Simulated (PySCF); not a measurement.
Si(F)3(vinyl) (C2H3F3Si), SMILES F[Si](C=C)(F)F. Heavy atoms are numbered as in [CH2:1]=[CH:2][Si:3]([F:4])([F:5])[F:6]. Hydrogens are named by the atom that carries them.

Coordinates come from a TPSSh-D3(BJ)/def2-SVP optimisation. Other conformers were not sampled.

These are PBE/pcSseg-1 in PySCF values and carry that method's errors.

GIAO shieldings, no solvent; atoms alike by connectivity are averaged. δ = σ(ref) − σ: ¹³C against TMS (σ = 182.0 ppm); ²⁹Si against TMS (σ = 335.4 ppm); ¹⁹F against CFCl3 (σ = 133.6 ppm); ¹H against TMS (σ = 31.49 ppm), references at their B3LYP-D3(BJ)/def2-TZVP geometries, non-relativistic.

```tsv
nucleus	atoms	count	δ (ppm)
¹³C	C1 (CH2)	1	154.1
¹³C	C2 (CH)	1	130.4
²⁹Si	Si3	1	-60.0
¹⁹F	F4	3	-170.5
¹H	H on C1	2	6.88
¹H	H on C2	1	6.24
```
